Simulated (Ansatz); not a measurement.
C3H7O, charge +1, singlet, at a GFN2-xTB geometry; Ansatz (a first-principles code) with MP2/6-31G*.

Ansatz was given this input:
Ansatz 0.2 input:
```yaml
crystal:
  periodic: [false, false, false]
  atoms:
    - {symbol: O, position_ang: [-0.12196456, -0.11943116, 1.32799784]}
    - {symbol: C, position_ang: [-0.00798184, -0.01099008, 0.06880575]}
    - {symbol: C, position_ang: [0.07373480, 1.28361169, -0.60229975]}
    - {symbol: C, position_ang: [0.04849087, -1.25339967, -0.69585394]}
    - {symbol: H, position_ang: [-0.32280816, 2.10426178, -0.00494255]}
    - {symbol: H, position_ang: [0.33273813, -2.09663446, -0.06823236]}
    - {symbol: H, position_ang: [-0.40234208, 1.26246429, -1.58195675]}
    - {symbol: H, position_ang: [1.13051027, 1.50223461, -0.79778580]}
    - {symbol: H, position_ang: [0.69259699, -1.16845430, -1.56935464]}
    - {symbol: H, position_ang: [-0.95587967, -1.46687807, -1.07995797]}
    - {symbol: H, position_ang: [-0.18456204, 0.70312382, 1.85433503]}
basis:
  gaussian:
    orbitals: 6-31G*
total_charge: 1
magnetization: {spin_polarized: false}
correlation: {method: mp2}
```

What the program printed (banner, timings and long lists left out):

```
Functional definition: HF
784 factors; integrals over basis functions are off by at most 1.1e-3 eV
mean field evaluation 1: about -5228.4662 eV, gradient 4.2e1 eV
mean field evaluation 2: about -5228.4686 eV, gradient 4.2e1 eV
mean field evaluation 4: about -5232.3101 eV, gradient 4.2e0 eV
mean field evaluation 8: about -5232.3645 eV, gradient 5.5e-4 eV
mean field -5232.36454153 eV, -192.2858502773 hartree, gradient 2.3e-6 eV, S^2 0.000000; 0 other end points of the search recorded, 0 dependent functions left out
4 core orbitals not correlated
reference -5232.36454153 eV, -192.2858502773 hartree; 12, 12 occupied and 58, 58 virtual orbitals, 784 factors
second order -14.97361526 eV of doubles, -0.00000000 eV of singles
Total energy: -5247.33815679 eV, -192.8361204885 hartree
```
